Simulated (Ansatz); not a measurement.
`OCC[SiH2]O`, relaxed with RKS PBE-D4/def2-SVP in the Gaussian-basis code of Ansatz from a rough embedded geometry. The force threshold is 0.03 eV/Å; the program also tests the step.

Total charge 0; spin multiplicity 1.

Start:

```xyz
13

O     0.523    0.671    1.536
C     1.218    0.217    0.443
C     0.338    0.388   -0.753
Si   -1.239   -0.664   -0.869
O    -2.140   -0.485    0.529
H     1.164    0.672    2.345
H     2.112    0.830    0.311
H     1.465   -0.806    0.577
H     0.942    0.249   -1.691
H     0.005    1.463   -0.840
H    -0.744   -2.102   -0.872
H    -1.999   -0.379   -2.045
H    -1.647   -0.054    1.328
```

(1) How much energy does the relaxation release, and in how many steps? (Best estimate.)

(2) Which bonds change most? (Best estimate.)

(3) Give the relaxed structure. (Best estimate.)

Answers

(1) Ansatz gave: 50.81 kJ/mol, in 6 steps.

(2) Computed: Si4–H12 from 1.428 to 1.503 Å; O1–C2 from 1.373 to 1.435 Å; O1–H6 from 1.033 to 0.974 Å; C2–H8 from 1.061 to 1.118 Å.

(3) Computed: 
```xyz
13

O     0.385    0.596    1.560
C     1.203    0.275    0.426
C     0.352    0.415   -0.834
Si   -1.209   -0.678   -0.786
O    -2.063   -0.340    0.618
H     0.899    0.427    2.370
H     2.087    0.955    0.386
H     1.597   -0.768    0.501
H     0.963    0.152   -1.723
H     0.044    1.476   -0.957
H    -0.759   -2.122   -0.854
H    -2.086   -0.403   -1.975
H    -1.414    0.016    1.269
```
